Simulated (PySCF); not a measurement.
## Correlation energy of Co (cobalt, neutral)

[Ar] 3d9, 2D determinant (an excited configuration). All numbers are calculated (PySCF 2.14, the spin-free X2C one-electron Hamiltonian (Gaussian nucleus), in x2c-QZVPPall (11s7p5d4f2g, 103 functions)). Frozen: [Ar]; 9 electrons correlated.

| level | correlation energy (mhartree) |
| --- | --- |
| CCSD | -383.94 |
| (T) | -31.22 |
| CCSD(T) | -415.16 |

Diagnostics: T1 = 0.046, D1 = 0.1302, largest double amplitude 0.028.

Problem. Is a single reference adequate?

Solution. Largely. T1 is above 0.03 while the doubles stay small, so the singles mainly relax the orbitals.
